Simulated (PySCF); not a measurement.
# Frontier orbitals and the lowest excitations

Species: C6H10AsN.
Structure used (PBE0-D3(BJ)/def2-SVP), in Å, numbered top down from 1:
```
atom  x, y, z in Å
C1    -1.311    0.476    1.024
C2    -0.475   -0.205   -0.033
C3     0.948    0.316   -0.181
As4    2.031   -0.027    1.490
C5     0.985    1.737   -0.478
N6     1.008    2.878   -0.684
C7    -1.154   -0.669   -1.292
C8    -0.672   -1.673   -0.286
H9    -2.320    0.041    1.059
H10   -1.411    1.552    0.813
H11   -0.863    0.368    2.025
H12    1.454   -0.212   -1.004
H13    3.363    0.275    0.812
H14    2.155   -1.519    1.192
H15   -2.229   -0.494   -1.381
H16   -0.609   -0.580   -2.236
H17   -1.412   -2.199    0.323
H18    0.205   -2.277   -0.541
```

Computed, not measured: TDDFT wB97X-D/def2-SVPD, vertical, gas phase, core orbitals frozen in the response (PySCF). Relativistic effects, spin–orbit coupling among them, are left out although an element past zinc is present.

Frontier orbitals with the atoms that hold most of them (Löwdin shares over 4%, at most four atoms; ? is withheld):

| orbital | ε (eV) | atoms |
| --- | --- | --- |
| LUMO+2 | 2.00 | As4 48%, H13 20%, H11 5%, H14 5% |
| LUMO+1 | 1.59 | As4 30%, H14 17%, N6 10%, C3 9% |
| LUMO | ? | ? |
| HOMO | -9.46 | ? |
| HOMO-1 | -10.36 | As4 24%, C2 20%, C7 14%, C8 9% |
| HOMO-2 | -10.68 | C8 28%, C7 15%, C2 14%, N6 10% |
| HOMO-3 | -11.19 | N6 28%, C5 21%, C7 12%, C8 8% |

Give the leading atoms of the HOMO.

As4 (bonded to C and 2 H) 48%; C3 (bonded to As, 2 C and H) 14%; C7 (bonded to 2 C and 2 H) 6%; C2 (bonded to 4 C) 6%. By element: arsenic 48%, carbon 26% or more.

Which atoms hold the LUMO, and with what shares?

As4 (bonded to C and 2 H) 42%; C3 (bonded to As, 2 C and H) 13%; C5 (bonded to C and N) 10%; H13 (bonded to As) 8%. By element: arsenic 42%, carbon 24% or more, hydrogen 8% or more.

What is the LUMO energy, and the HOMO–LUMO gap?

ε(LUMO) = 1.30 eV; the gap is 10.76 eV (0.3954 hartree).

How does S1 compare with the orbital gap of 10.76 eV?

S1 is at 6.37 eV (f = 0.152), 4.39 eV below the gap, made of HOMO→LUMO (83%), HOMO-1→LUMO (10%). 

One configuration dominates each of S1 and S2. Which, and how do the shares of the two leading atoms of either orbital change from the occupied to the empty one?

- S1 (6.37 eV, f 0.152), HOMO→LUMO (83%): As4 48% → 42%, C3 14% → 13%
- S2 (6.71 eV, f 0.033), HOMO→LUMO+1 (86%): As4 48% → 30%, C3 14% → 9%, H14 at most 7% → 17%

Time: 65 s. Hardware: x86-64 server, one thread, no GPU (shared host).

One conformer stands for the species.
